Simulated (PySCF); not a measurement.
B(Cl)(OH)(SeH) (BClH2OSe), SMILES OB(Cl)[SeH].

Geometry optimised at ωB97X-D3(BJ)/def2-SVP. One conformer was computed; it need not be the lowest.

These are PBE/def2-TZVPD in PySCF values and carry that method's errors.

Gas-phase values at a fixed geometry.

Task: Estimate the frontier levels, gap, dipole moment and polarisability. (Estimate from the structure and the level; the computed values follow.)

Result: 
```
Item                                                                                                           Result
---------------------------------------------------------------------------------------------  ----------------------
highest occupied level                                                                                       -6.32 eV
lowest empty level                                                                                           -1.29 eV
orbital gap                                                                                                   5.04 eV
dipole moment                                                                                                  1.41 D
quadrupole, principal values (traceless, Buckingham form, about the centre of nuclear charge)  -3.95, -2.10, 6.05 D·Å
mean static polarisability                                                                       64.1 bohr³ (9.50 Å³)
polarisability, principal values                                                               49.3, 62.2, 80.8 bohr³
```
